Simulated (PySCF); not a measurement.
## Br(2+) (bromine, charge +2): UHF calculation

Configuration: [Ar] 3d10 4s1 4p4, high-spin 4P determinant (an excited configuration). Computed with PySCF 2.14 in x2c-TZVPPall (6s5p4d1f, 48 functions), with the spin-free X2C one-electron Hamiltonian (Gaussian nucleus).

| Quantity | Value |
| --- | --- |
| Total energy | -2602.793115 hartree |
| One-electron energy | -3590.4382 hartree |
| Hartree (Coulomb) energy | 1078.2416 hartree |
| Exchange energy | -90.5965 hartree |
| ⟨S²⟩ | 3.7564 |
| ⟨L²⟩ | 2.013 |
| Sum of ⟨r⟩ | 20.77 bohr |
| Sum of ⟨r²⟩ | 26.00 bohr² |
| Traceless quadrupole moment −½Σ⟨3z² − r²⟩ along its main axis | -1.53 e·bohr² |
| Langevin diamagnetic susceptibility | -20.6 ×10⁻⁶ cm³/mol |

```csv
shell,electrons,mean orbital energy (eV),spread (eV),"rms radius, mean of both spins (bohr)"
1s α,1,-13583.4,0,0.0492
1s β,1,-13582.7,0,0.0492
2s α,1,-1851.6,0,0.205
2s β,1,-1851.0,0,0.205
2p α,3,-1631.2,0.231,0.183
2p β,3,-1630.7,0.123,0.183
3s α,1,-303.46,0,0.588
3s β,1,-301.93,0,0.588
3p α,3,-231.46,0.667,0.607
3p β,3,-230.27,0.132,0.607
3d α,5,-111.62,0.628,0.648
3d β,5,-110.96,0.335,0.648
4s α,1,-54.156,0,1.71
4p α,3,-36.102,1.851,1.98
4p β,1,-29.927,0,1.98
```

Densities and radii are taken from the X2C orbitals without a picture-change correction, which distorts them close to the nucleus.

Spin-orbit constants ζ (cm⁻¹) from the X2C one-electron operator on these orbitals: bare nucleus, nucleus screened by l(l+1)(2l+1)/3 electrons, and screened by the Breit-Pauli mean field of the electrons.

```json
{"shell": "2p", "bare": "261900", "screened nucleus": "246900", "mean field": "240000"}
{"shell": "3p", "bare": "37850", "screened nucleus": "35690", "mean field": "34500"}
{"shell": "3d", "bare": "4657", "screened nucleus": "3327", "mean field": "3106"}
{"shell": "4p", "bare": "3549", "screened nucleus": "3346", "mean field": "3220"}
```

To first order the Landé constant is A = -1073 cm⁻¹, so the lowest level has J = 5/2 and lies 0.200 eV below the centre of the term. This holds in LS coupling only.
